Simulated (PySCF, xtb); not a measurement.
C3H4BFO2, SMILES FB1C=COCO1.

GFN2-xTB (xtb) at its own geometry gives an orbital gap of 4.03 eV and a dipole moment of 2.50 D.

Geometry: PBE0-D3(BJ)/def2-SVP. The structure was generated by enumeration, and PubChem lists no compound with its InChIKey, so it may never have been made. Other conformers were not sampled.

What does PBE/def2-TZVP in PySCF give? (Estimate from the structure and the level; the computed values follow.)

gap 4.37 eV (levels -6.21 and -1.84 eV), dipole 2.32 D.
